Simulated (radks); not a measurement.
Rh V, 41 electrons, occupied as [Kr] 4d5 (the NIST ground configuration).

Calculated with a radial shooting solver on a logarithmic mesh with Libxc functionals: scalar-relativistic Kohn-Sham, PBEsol, spin-polarised, spherical densities, finite nucleus; open shells are filled with parallel spins first (spin-orbit coupling, left out, can overturn this in heavy ions); Fermi nuclear charge, rms radius 4.4945 fm.

Energy parts (Ry):
| part | energy |
|---|---|
| total | -9555.87055 |
| kinetic | 9896.04730 |
| electron-nucleus | -22910.09410 |
| Hartree | 3727.34078 |
| exchange-correlation | -269.16453 |

Orbitals (lengths in bohr, moments of r in powers of bohr):
| orbital | occ. | eigenvalue (Ry) | <1/r> | <r> | <r^2> |
|---|---|---|---|---|---|
| 1s down | 1 | -1696.242 | 47.03 | 0.03264 | 0.001439 |
| 1s up | 1 | -1696.242 | 47.03 | 0.03264 | 0.001439 |
| 2s up | 1 | -249.3937 | 10.65 | 0.1420 | 0.02376 |
| 2s down | 1 | -249.3233 | 10.65 | 0.1420 | 0.02376 |
| 2p up | 3 | -223.9652 | 10.32 | 0.1238 | 0.01871 |
| 2p down | 3 | -223.9115 | 10.32 | 0.1237 | 0.01870 |
| 3s up | 1 | -47.81493 | 3.709 | 0.3909 | 0.1749 |
| 3s down | 1 | -47.77494 | 3.709 | 0.3908 | 0.1748 |
| 3p up | 3 | -39.46129 | 3.534 | 0.3907 | 0.1774 |
| 3p down | 3 | -39.41625 | 3.534 | 0.3905 | 0.1772 |
| 3d up | 5 | -26.10316 | 3.308 | 0.3704 | 0.1640 |
| 3d down | 5 | -26.03641 | 3.308 | 0.3701 | 0.1637 |
| 4s up | 1 | -10.03844 | 1.418 | 0.9679 | 1.059 |
| 4s down | 1 | -9.72886 | 1.427 | 0.9637 | 1.050 |
| 4p up | 3 | -7.63721 | 1.282 | 1.053 | 1.263 |
| 4p down | 3 | -7.31284 | 1.290 | 1.049 | 1.256 |
| 4d up | 5 | -4.13715 | 1.010 | 1.301 | 1.970 |
| 4d down | 0 | -3.80679 | 1.007 | 1.311 | 2.013 |

The highest occupied level is 4d up at -56.289 eV. Summed over all electrons, <r^2> = 22.73 bohr^2, which gives a Langevin (diamagnetic) susceptibility term of -18 x 10^-6 cm^3/mol. The spin density at the nucleus is -4.797 e/bohr^3 (1s -0.114, 2s -1.755, 3s 0.479, 4s -3.407). For comparison, the ionisation energy in NIST's Atomic Spectra Database is 63 eV (theoretical). In exact Kohn-Sham theory the highest level is minus the ionisation energy, but local and semilocal functionals leave it too shallow, through self-interaction and a potential that decays too fast; potentials with the right tail come closer. The electron density at the nucleus is 1.236e+05 e/bohr^3 (large components only).
